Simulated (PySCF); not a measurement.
Compound: methylethylisopropylamine, C₆H₁₅N.
Atom-mapped SMILES: `[CH3:1][CH2:2][N:3]([CH3:4])[CH:5]([CH3:6])[CH3:7]` (hydrogens: H8, H9, H10 on C1; H11, H12 on C2; H13, H14, H15 on C4; H16 on C5; H17, H18, H19 on C6; H20, H21, H22 on C7)

Level of theory: PySCF 2.14.0, PBE0-D3(BJ)/def2-SVP geometry optimisation, gas phase.

Task: List the bond lengths, angles and torsions at this level.

Result: 
```json
{"bond": "C1–C2", "length (Å)": "1.521", "order": "single"}
{"bond": "C2–N3", "length (Å)": "1.449", "order": "single"}
{"bond": "N3–C4", "length (Å)": "1.439", "order": "single"}
{"bond": "N3–C5", "length (Å)": "1.460", "order": "single"}
{"bond": "C5–C6, C5–C7", "length (Å)": "1.528", "order": "single"}
{"bond": "C1–H8, C1–H9, C1–H10", "length (Å)": "1.100", "order": "single"}
{"bond": "C2–H11", "length (Å)": "1.100", "order": "single"}
{"bond": "C2–H12", "length (Å)": "1.114", "order": "single"}
{"bond": "C4–H13, C4–H14", "length (Å)": "1.101", "order": "single"}
{"bond": "C4–H15", "length (Å)": "1.114", "order": "single"}
{"bond": "C5–H16", "length (Å)": "1.104", "order": "single"}
{"bond": "C6–H17 and 5 like bonds", "length (Å)": "1.101", "order": "single"}
```

Bonds in one row agree within 0.01 Å and their mean is given. Orders are formal, as drawn. A selection of angles:
```json
{"angle": "C2–C1–H8", "degrees": "112.0"}
{"angle": "C2–C1–H9", "degrees": "110.3"}
{"angle": "H8–C1–H9", "degrees": "107.7"}
{"angle": "H9–C1–H10", "degrees": "108.6"}
{"angle": "C1–C2–N3", "degrees": "112.9"}
{"angle": "C1–C2–H11", "degrees": "108.3"}
{"angle": "C1–C2–H12", "degrees": "109.4"}
{"angle": "N3–C2–H11", "degrees": "108.4"}
{"angle": "N3–C2–H12", "degrees": "111.8"}
{"angle": "H11–C2–H12", "degrees": "105.7"}
{"angle": "C2–N3–C4", "degrees": "113.0"}
{"angle": "C2–N3–C5", "degrees": "115.8"}
{"angle": "C4–N3–C5", "degrees": "113.7"}
{"angle": "N3–C4–H13", "degrees": "110.5"}
{"angle": "N3–C4–H15", "degrees": "114.1"}
{"angle": "H13–C4–H14", "degrees": "107.1"}
{"angle": "N3–C5–C6", "degrees": "111.3"}
{"angle": "N3–C5–C7", "degrees": "114.5"}
{"angle": "N3–C5–H16", "degrees": "104.9"}
{"angle": "C6–C5–C7", "degrees": "111.5"}
{"angle": "C6–C5–H16", "degrees": "106.7"}
{"angle": "C5–C6–H17", "degrees": "110.2"}
{"angle": "C5–C6–H18", "degrees": "112.1"}
{"angle": "H17–C6–H18", "degrees": "108.1"}
{"angle": "H17–C6–H19", "degrees": "108.8"}
```

Dihedral angles: C1–C2–N3–C4 76° (synclinal); C2–N3–C5–C6 69° (synclinal). The mirror-image conformer, all signs reversed, is as good.

The C–N distances run from 1.439 Å (N3–C4, drawn single) to 1.460 Å (N3–C5, drawn single), a spread of 0.021 Å. N3 (tertiary amine nitrogen) is pyramidal (angles 115.8°, 113.7° and 113.0°, sum 342.5°, 0.36 Å off the plane of its three neighbours). Of the pairs four or more bonds apart, H11···H18 is among the closest relative to their van der Waals radii: 2.09 Å, 87 % of the sum of Bondi's values.

Point group: C1 (no symmetry element, even within 0.4 Å). Whether it is a minimum is left open (no frequencies). The numbers are those of one conformer.

Time: 50 s; peak memory 0.80 GiB. Hardware: an Arm Neoverse V2 with one thread, shared host with 192 logical CPUs at a one-minute load of 38. This is the geometry optimisation.
